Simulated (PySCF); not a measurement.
PySCF input for BH3OS, SMILES OBS, TPSSh-D3(BJ)/def2-TZVP. The structure is a stationary point at TPSSh-D3(BJ)/def2-TZVP. Other conformers were not sampled.

```python
import numpy as np
from pyscf import gto, scf, dft, df
from pyscf.hessian import thermo

mol = gto.M(
    atom='''
    B    -0.56658095   -0.59033035    0.00000000
    H    -1.74729028   -0.73364741    0.00000000
    O     0.20706696   -1.70655580    0.00000000
    H     1.15862525   -1.54574648    0.00000000
    S     0.02591287    1.12480452    0.00000000
    H     1.35042810    0.88661973    0.00000000
    ''',
    basis='def2-TZVP',
    charge=0,
    spin=0,
    max_memory=1600,
    verbose=3,
)
mf = dft.RKS(mol, xc='tpssh').density_fit(auxbasis='def2-universal-jkfit')
mf.disp = 'd3bj'
mf.grids.level = 4
mf.conv_tol = 1e-11
mf.max_cycle = 100
mf.kernel()

# [left out here: the lines that compute and print the analytic Hessian (its translational invariance restored by hand, since the grid's response is missing), thermochemistry and intensities]
```

Output:

```
converged SCF energy = -500.223153060672

WARN: MGGA Hessian is sensitive to dft grids. grids.level 4 may not be dense enough.


WARN: DFTD3 does not support analytical Hessian, using finite difference


WARN: Mole.unit (angstrom) is changed to Bohr

Mode                                 0                   1                   2
Irrep
Freq [cm^-1]                      350.9416            379.3884            585.5807
Reduced mass [au]                   3.2807              1.1466              1.4630
Force const [Dyne/A]                0.2381              0.0972              0.2956
Char temp [K]                     504.9268            545.8555            842.5203
Normal mode                   x     y     z       x     y     z       x     y     z
       0   B                -0.13  0.01 -0.00    0.00 -0.00 -0.08   -0.00 -0.00  0.13
       1   H                -0.12 -0.08 -0.00    0.00  0.00 -0.12   -0.00 -0.00 -0.04
       2   O                 0.05  0.14  0.00   -0.00 -0.00  0.03    0.00  0.00 -0.10
       3   H                 0.01  0.35  0.00   -0.00 -0.00  0.30   -0.00  0.00  0.81
       4   S                 0.02 -0.07  0.00   -0.00  0.00  0.04    0.00 -0.00 -0.02
       5   H                -0.03 -0.34 -0.00    0.00  0.00 -0.87   -0.00 -0.00  0.08
Mode                                 3                   4                   5
Irrep
Freq [cm^-1]                      674.7696            826.2344            873.0369
Reduced mass [au]                   3.3722              1.2261              1.2694
Force const [Dyne/A]                0.9046              0.4932              0.5700
Char temp [K]                     970.8433           1188.7674           1256.1057
Normal mode                   x     y     z       x     y     z       x     y     z
       0   B                -0.12 -0.13 -0.00   -0.09 -0.08 -0.00   -0.00  0.00  0.14
       1   H                -0.09 -0.33 -0.00   -0.11  0.11  0.00   -0.00 -0.00 -0.82
       2   O                 0.03 -0.07  0.00    0.01 -0.02  0.00    0.00  0.00 -0.01
       3   H                 0.01  0.09 -0.00   -0.06  0.42  0.00   -0.00  0.00 -0.28
       4   S                 0.03  0.10  0.00    0.03 -0.00  0.00    0.00 -0.00 -0.01
       5   H                -0.06 -0.35 -0.00    0.16  0.76  0.00    0.00  0.00 -0.14
Mode                                 6                   7                   8
Irrep
Freq [cm^-1]                     1023.6603           1159.0716           1337.7209
Reduced mass [au]                   1.2252              1.2967              5.8249
Force const [Dyne/A]                0.7565              1.0264              6.1414
Char temp [K]                    1472.8193           1667.6459           1924.6826
Normal mode                   x     y     z       x     y     z       x     y     z
       0   B                -0.03 -0.04  0.00   -0.11 -0.04  0.00    0.11 -0.22  0.00
       1   H                 0.03 -0.59 -0.00   -0.20  0.62 -0.00    0.07  0.26 -0.00
       2   O                -0.02  0.09 -0.00    0.08  0.01 -0.00   -0.07  0.11 -0.00
       3   H                 0.07 -0.58  0.00    0.15 -0.55  0.00   -0.07  0.05  0.00
       4   S                 0.02 -0.01 -0.00    0.00  0.00 -0.00   -0.00  0.01 -0.00
       5   H                 0.07  0.32  0.00   -0.00  0.01  0.00   -0.02 -0.12  0.00
Mode                                 9                  10                  11
Irrep
Freq [cm^-1]                     2655.5427           2670.9727           3797.3431
Reduced mass [au]                   1.0583              1.0757              1.0657
Force const [Dyne/A]                4.3971              4.5214              9.0543
Char temp [K]                    3820.7347           3842.9350           5463.5312
Normal mode                   x     y     z       x     y     z       x     y     z
       0   B                 0.05  0.01 -0.00   -0.07 -0.01  0.00    0.00  0.00  0.00
       1   H                -0.58 -0.08  0.00    0.74  0.09 -0.00   -0.01 -0.00 -0.00
       2   O                -0.00  0.00  0.00    0.00 -0.00 -0.00    0.06  0.01 -0.00
       3   H                 0.01  0.00  0.00   -0.00 -0.01 -0.00   -0.96 -0.14  0.00
       4   S                -0.02  0.00  0.00   -0.02  0.00 -0.00   -0.00  0.00 -0.00
       5   H                 0.76 -0.14  0.00    0.60 -0.10 -0.00    0.00 -0.00  0.00
temperature 298.1500 [K]
pressure 101325.00 [Pa]
Rotational constants [GHz] 48.49657 5.33926 4.80973
Symmetry number 1
Zero-point energy (ZPE) 0.03721 [Eh]   97700.589 [J/mol]
                           tot       elec      trans        rot        vib
Entropy [J/mol/K]       271.440      0.000    160.197     96.533     14.711
Cv [J/mol/K]             53.780      0.000     12.472     12.472     28.837
Cp [J/mol/K]             62.095      0.000     20.786     12.472     28.837
Internal energy [J/mol]                      3718.434   3718.434 100786.677
Internal energy [Eh]   -500.18193  -500.22315
Enthalpy [J/mol]                             6197.391   3718.434 100786.677
Enthalpy [Eh]          -500.18099
Gibbs free energy [J/mol]                  -41565.232 -25062.784  96400.664
Gibbs free energy [Eh] -500.21181
static polarisability / bohr^3: [[38.238  2.368  0.   ]
 [ 2.369 45.868  0.   ]
 [ 0.    -0.    27.948]]
largest difference of analytic and finite-field dipole derivatives / e: 0.001209167851757842
mode   freq/cm-1   IR/(km/mol)   Raman/(A^4/amu)   depolarisation
   1      350.94        13.470             3.353            0.295
   2      379.39         1.434             0.454            0.750
   3      585.58       113.926             0.737            0.750
   4      674.77        26.148             5.731            0.191
   5      826.23         2.758             7.560            0.599
   6      873.04         0.001             0.273            0.750
   7     1023.66       115.959             1.468            0.605
   8     1159.07       106.820             4.093            0.223
   9     1337.72       308.396             1.611            0.217
  10     2655.54        20.113           224.290            0.236
  11     2670.97        82.417             6.906            0.384
  12     3797.34        40.010            68.513            0.255
max |gradient| / (hartree/bohr): 9.093487747514655e-06
APT charges: [ 0.8971 -0.1623 -0.7213  0.2734 -0.2985  0.0117]
```

The run converged.

Cost: roughly 8 core-minutes.
